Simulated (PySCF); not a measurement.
A thermochemical cycle for CaIn

MP2 in PySCF with def2-SVP on every atom (core potentials on In), for the lowest determinant that a PBE0 search found; no spin–orbit coupling. CaIn, a doublet (π ↑), has De = 0.32 eV to neutral atoms, and CaIn⁺, a singlet (closed shell), has De = 1.06 eV to Ca + In⁺.

At the same level the In atom ionises at 5.39 eV.

**Question.** What is the adiabatic ionisation energy of the molecule, and does ionisation strengthen or weaken the bond?

**Answer.** IE = IE(In) + De(neutral) − De(ion) = 5.39 + 0.32 − 1.06 = 4.65 eV. De changes by +0.74 eV, so ionisation strengthens the bond.

Correlated steps freeze 9 core orbitals. Weak bonds: CaIn. Basis-set superposition, not corrected here, can be much of De in a small basis, most of all at correlated wavefunction levels. Spin–orbit coupling is left out, which matters for elements this heavy, above all for dissociation energies. For an ion De counts to the pair picked by the measured ionisation energies or electron affinities, which need not be the lowest pair at this level. States were picked by a PBE0 search and need not be the measured ground states.
